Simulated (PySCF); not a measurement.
**Electron correlation in Co (cobalt, neutral)**

Starting occupation: [Ar] 3d7 4s1 4p1, 3d3/2 with m_j = +1/2, +3/2, 3d5/2 with m_j = -3/2, -1/2, +1/2, +3/2, +5/2, 4s1/2 with m_j = +1/2, 4p3/2 with m_j = +3/2. Calculation: PySCF 2.14, in x2c-TZVPall-2c with one added diffuse shell each of s, p, d type (7s8p5d1f, 63 functions); X2C-1e with screened-nucleus spin-orbit coupling, Gaussian nucleus. Frozen: [Ne]; 17 electrons correlated; the 6 highest virtual spinors left out.

MP2 pair energies summed by pair of shells (mhartree):

```tsv
pair	energy	share (%)
3d-3p	-165.34	36.1
3d-3d	-152.74	33.3
3p-3p	-56.51	12.3
3d-3s	-28.81	6.3
3p-3s	-22.34	4.9
3d-4s	-12.32	2.7
3d-4p	-6.04	1.3
3p-4s	-5.40	1.2
3s-3s	-3.19	0.7
4p-4s	-2.77	0.6
3p-4p	-2.29	0.5
3s-4s	-0.46	0.1
3s-4p	-0.15	0.0
```

Total MP2 correlation energy: -458.36 mhartree.

The GHF reference relaxed away from the jj start to a determinant that is no pure jj level (⟨S²⟩ = 8.74, ⟨J²⟩ = 48.76); the energies belong to that determinant.

This basis was not built for core-valence correlation, so the inner-shell part is incomplete.
